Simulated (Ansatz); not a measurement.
# Worked example: CCl3F + SiH2(CH3)(SiH2) → CCl2F + CH7ClSi2

Species: CCl3F (trichlorofluoromethane) `FC(Cl)(Cl)Cl`, singlet; SiH2(CH3)(SiH2), doublet; CCl2F (dichlorofluoromethyl radical) `F[C](Cl)Cl`, doublet; CH7ClSi2 `C[SiH2][SiH2]Cl`, singlet. A radical takes Cl: the energy is the difference in strength between the C–Cl bond broken and the Si–Cl bond made.

Shapes, held fixed at every level: PBE0-D4/def2-TZVP. Flexible molecules stand in one conformer, not always the lowest. Programs: Ansatz 0.2.0. Electronic energies: no zero-point or thermal term.

At CCSD(T)/CBS estimate; 1 Eh = 2625.50 kJ/mol:

| species | energy (Eh) |
| --- | --- |
| CCl3F | -1517.149520 |
| SiH2(CH3)(SiH2) | -620.369631 |
| CCl2F | -1057.316131 |
| CH7ClSi2 | -1080.252098 |

Work out ΔE of the reaction at this level.


1. Products less reactants: (-1057.316131) + (-1080.252098) − [(-1517.149520) + (-620.369631)] = -0.049078 Eh = -128.9 kJ/mol.

Other levels give -169.6 (HF/def2-TZVPP) to -122.3 kJ/mol (PBE-D4/def2-TZVPP). No measured value is set beside it here. Open shells run unrestricted unless RO is named. The CBS estimate extrapolates MP2 from def2-TZVPP and def2-QZVPP and adds CCSD(T) − MP2 in the triple-zeta set, cores frozen.
